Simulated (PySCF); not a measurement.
Input file for PySCF: R-MP2/6-31G* on ClO-, 2S+1 = 1, a spin state set in the input, which need not be the lowest, a point of a bond scan (R = 1.772 Å). Charge -1.

```python
from pyscf import gto, scf, dft, mp
from pyscf.data.elements import chemcore

mol = gto.M(
    atom='''
    O     0.00000000    0.00000000    0.00000000
    Cl    0.00000000    0.00000000    1.77183700
    ''',
    basis='6-31g*',
    cart=True,
    charge=-1, spin=0, verbose=3, max_memory=1800)
mf = scf.RHF(mol)
mf.conv_tol = 1e-8
mf.max_cycle = 100
mf.kernel()
if not mf.converged:
    mf = mf.newton().run(mf.mo_coeff, mf.mo_occ)
pt = mp.MP2(mf, frozen=chemcore(mol)).run()
```

It printed:

```
converged SCF energy = -534.248018179172
E(RMP2) = -534.552812452093  E_corr = -0.304794272920499
E(SCS-RMP2) = -534.543664421745  E_corr = -0.295646242572533
```

Self-consistency was reached.

Cost: roughly 0.24 core-seconds.
